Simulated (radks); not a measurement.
Pm I, configuration [Xe] 4f5 6s1 6p1 (not the ground configuration).

Calculated with a radial shooting solver on a logarithmic mesh with Libxc functionals: non-relativistic Kohn-Sham, r2SCAN, spin-polarised, spherical densities, point nucleus; open shells are filled with parallel spins first (spin-orbit coupling, left out, can overturn this in heavy ions); meta-GGA in the generalised Kohn-Sham scheme; relativity is left out, which matters for an element this heavy.

Energy parts (hartree):
total: -9658.2923
kinetic: 9655.2793
electron-nucleus: -22898.0172
Hartree: 3805.6220
exchange-correlation: -221.1765

Orbitals (lengths in bohr, moments of r in powers of bohr; <r^-3> diverges for s and p1/2; r(90%) holds 90 % of the orbital's charge):
| orbital | occ. | eigenvalue (hartree) | r(90%) | <r^2> | <r^-3> | <1/r> |
|---|---|---|---|---|---|---|
| 1s up | 1 | -1566.764 | 0.0442 | 0.0008280 | - | 60.45 |
| 1s down | 1 | -1566.764 | 0.0442 | 0.0008280 | - | 60.45 |
| 2s down | 1 | -247.2513 | 0.163 | 0.01323 | - | 14.02 |
| 2s up | 1 | -247.2510 | 0.163 | 0.01323 | - | 14.02 |
| 2p up | 3 | -234.4184 | 0.146 | 0.009873 | 7674 | 14.03 |
| 2p down | 3 | -234.4182 | 0.146 | 0.009873 | 7674 | 14.03 |
| 3s up | 1 | -54.00591 | 0.403 | 0.08661 | - | 5.258 |
| 3s down | 1 | -53.92043 | 0.402 | 0.08646 | - | 5.263 |
| 3p up | 3 | -48.36777 | 0.396 | 0.08160 | 1538 | 5.184 |
| 3p down | 3 | -48.28855 | 0.396 | 0.08143 | 1541 | 5.190 |
| 3d up | 5 | -37.89548 | 0.369 | 0.06609 | 258.8 | 5.067 |
| 3d down | 5 | -37.83686 | 0.368 | 0.06590 | 259.4 | 5.073 |
| 4s up | 1 | -10.78453 | 0.897 | 0.4414 | - | 2.222 |
| 4s down | 1 | -10.59443 | 0.897 | 0.4412 | - | 2.221 |
| 4p up | 3 | -8.61137 | 0.934 | 0.4700 | 330.2 | 2.125 |
| 4p down | 3 | -8.41900 | 0.934 | 0.4698 | 329.9 | 2.125 |
| 4d up | 5 | -4.78138 | 1.03 | 0.5494 | 46.46 | 1.916 |
| 4d down | 5 | -4.58568 | 1.03 | 0.5508 | 46.38 | 1.915 |
| 5s up | 1 | -1.47892 | 2.18 | 2.589 | - | 0.8619 |
| 5s down | 1 | -1.38948 | 2.25 | 2.723 | - | 0.8362 |
| 5p up | 3 | -0.89746 | 2.50 | 3.323 | 44.87 | 0.7598 |
| 5p down | 3 | -0.82824 | 2.57 | 3.488 | 40.88 | 0.7354 |
| 4f up | 5 | -0.27364 | 1.66 | 1.236 | 6.103 | 1.377 |
| 6s up | 1 | -0.16002 | 6.62 | 23.23 | - | 0.2709 |
| 4f down | 0 | -0.09658 | 1.84 | 1.504 | 5.762 | 1.328 |
| 6p up | 1 | -0.07777 | 8.21 | 35.51 | 2.918 | 0.2184 |

The highest occupied level is 6p up at -2.116 eV. The configuration is held as typed, so some empty levels lie below it. The electron density at the nucleus is 1.612e+05 e/bohr^3. Virial ratio -V/T = 2.00031. The spin density at the nucleus is 6.490 e/bohr^3 (1s 0.016, 2s -0.099, 3s -3.412, 4s 0.373, 5s 4.685, 6s 4.927). Summed over all electrons, <r^2> = 101.3 bohr^2, which gives a Langevin (diamagnetic) susceptibility term of -80.2 x 10^-6 cm^3/mol.
